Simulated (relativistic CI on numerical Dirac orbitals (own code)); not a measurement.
Method of calculation: Dirac-Coulomb-Breit CI, KLI orbitals optimised for each configuration, a model potential for QED, unscaled Slater integrals (own radial code, finite nucleus).

The strongest absorption lines from the ground level of an ion, among the configurations computed and to levels below about 217 eV (vacuum wavelength in nm, gf): 5.9367 (0.56), 5.9668 (0.49), 8.1305 (1.8), 8.5454 (6.9), 8.6218 (1.3), 8.6606 (2.4), 8.6664 (11), 11.438 (0.38).

Q: Which ion is it?
A. Sm24+
B. Ba18+
C. Nd22+
D. Ce20+

A: D. Ce20+ has 38 electrons and the ground level 4s2 4p6 4d2 3F_2; the strongest line goes to 4s2 4p6 4d 4f 3G°_3. The pattern of lines fixes the number of electrons, and along that sequence the line energies rise steadily with the charge (about as its square where n changes within one kind of shell, about linearly where n is kept but much faster in heavy ions where fine structure, which grows about as Z⁴, sets the gap, and irregularly where shells cross), which fixes Z. Configurations outside the model, such as inner-shell arrays, can give stronger lines. At this charge energies of transitions that change n are usually good to better than 1 %, and those within a shell (Δn = 0) to a few per cent. Terms inside the open d or f shell come out 10 to 20 % too wide with unscaled integrals.

LS names give the leading component of a level, which can be under half, so a name can repeat, a term be missing and a line seem to break the LS rules.
